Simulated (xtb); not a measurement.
H₈Ge₃, charge +1, quartet, at a GFN2-xTB geometry of the parent state (a state made from the parent by changing its charge; the spin is typed, not shown lowest); GFN1-xTB (xtb).

The xtb input:
```
$ xtb mol.xyz --gfn 1 --chrg 1 --uhf 3 --json

# file mol.xyz
11

Ge     1.78528735     0.89057051    -0.00960923
Ge     0.20523170    -1.06507805    -0.09894082
Ge    -1.98637688     0.15301116     0.10655313
H      3.14142879     0.25081347    -0.12721442
H      1.45956116     1.79025496    -1.16840369
H      1.57640542     1.58274076     1.30781361
H      0.43853625    -2.08396324     1.00690875
H      0.32611648    -1.88430689    -1.37554266
H     -2.09250684     1.09563826    -1.05900460
H     -1.97566258     0.88812406     1.41721270
H     -3.00642831    -0.95141696     0.06213160
```

It wrote (shortened):

```
   ID    Z sym.   atoms
    1   32 Ge     1-3
    2    1 H      4-11

           -------------------------------------------------
          |                Calculation Setup                |
           -------------------------------------------------

           -------------------------------------------------
          |                 G F N 1 - x T B                 |
           -------------------------------------------------

          ...................................................
          :                      SETUP                      :
          :.................................................:
          :  # basis functions                  46          :
          :  # atomic orbitals                  43          :
          :  # shells                           25          :
          :  # electrons                        19          :
          :  # halogen bonds                     0          :
          :  max. iterations                   250          :
          :  Hamiltonian                  GFN1-xTB          :
          :  restarted?                      false          :
          :  GBSA solvation                  false          :
          :  PC potential                    false          :
          :  electronic temp.          300.0000000     K    :
          :  accuracy                    1.0000000          :
          :  -> integral cutoff          0.2500000E+02      :
          :  -> integral neglect         0.1000000E-07      :
          :  -> SCF convergence          0.1000000E-05 Eh   :
          :  -> wf. convergence          0.2000000E-04 e    :
          :  Broyden damping             0.4000000          :
          :  net charge                          1          :
          :  unpaired electrons                  3          :
          ...................................................

 iter      E             dE          RMSdq      gap      omega  full diag
   1     -8.6295891 -0.862959E+01  0.476E+00    0.63       0.0  T
   2     -8.6758375 -0.462484E-01  0.284E+00    0.61       1.0  T
   3     -8.4009720  0.274866E+00  0.262E+00    0.72       1.0  T
   4     -8.5078383 -0.106866E+00  0.224E+00    0.47       1.0  T
   5     -8.7153646 -0.207526E+00  0.263E-01    0.72       1.0  T
   6     -8.7170246 -0.166006E-02  0.896E-02    0.70       1.0  T
   7     -8.7171641 -0.139502E-03  0.252E-02    0.70       1.2  T
   8     -8.7171841 -0.199547E-04  0.606E-03    0.69       5.0  T
[...]
         :: total energy              -8.660665609656 Eh    ::
[...]
      -------------------------------------------------------------
                  HL-Gap            0.0255206 Eh            0.6944 eV
             Fermi-level           -0.5145300 Eh          -14.0011 eV

  Mulliken/CM5 charges         n(s)   n(p)   n(d)
     1Ge    0.27599  0.08292   1.409  1.797  0.518
     2Ge    0.35066  0.22371   1.432  1.612  0.606
     3Ge    0.27599  0.08292   1.409  1.797  0.518
     4H     0.00674  0.07143   0.993  0.000  0.000
     5H     0.00126  0.06611   0.999  0.000  0.000
     6H     0.00126  0.06611   0.999  0.000  0.000
     7H     0.03941  0.10158   0.961  0.000  0.000
     8H     0.03941  0.10158   0.961  0.000  0.000
     9H     0.00126  0.06611   0.999  0.000  0.000
    10H     0.00126  0.06611   0.999  0.000  0.000
    11H     0.00674  0.07143   0.993  0.000  0.000

Wiberg/Mayer (AO) data.
largest (>0.10) Wiberg bond orders for each atom

 ---------------------------------------------------------------------------
     #   Z sym  total        # sym  WBO       # sym  WBO       # sym  WBO
 ---------------------------------------------------------------------------
     1  32 Ge   3.821 --     6 H    0.854     5 H    0.854     4 H    0.852
                             2 Ge   0.815     3 Ge   0.319
     2  32 Ge   3.703 --     8 H    0.830     7 H    0.830     3 Ge   0.815
                             1 Ge   0.815
     3  32 Ge   3.821 --     9 H    0.854    10 H    0.854    11 H    0.852
                             2 Ge   0.815     1 Ge   0.319
     4   1 H    0.996 --     1 Ge   0.852
     5   1 H    0.998 --     1 Ge   0.854
     6   1 H    0.998 --     1 Ge   0.854
     7   1 H    0.989 --     2 Ge   0.830
     8   1 H    0.989 --     2 Ge   0.830
     9   1 H    0.998 --     3 Ge   0.854
    10   1 H    0.998 --     3 Ge   0.854
    11   1 H    0.996 --     3 Ge   0.852
 ---------------------------------------------------------------------------

Topologies differ in total number of bonds
Writing topology from bond orders to xtbtopo.mol

 dipole moment from electron density (au)
     X       Y       Z
   0.2207  -1.1451  -0.1064  total (Debye):    2.977

           -------------------------------------------------
          | TOTAL ENERGY               -8.660665609656 Eh   |
          | GRADIENT NORM               0.029442934042 Eh/α |
          | HOMO-LUMO GAP               0.694449602365 eV   |
           -------------------------------------------------

normal termination of xtb
```
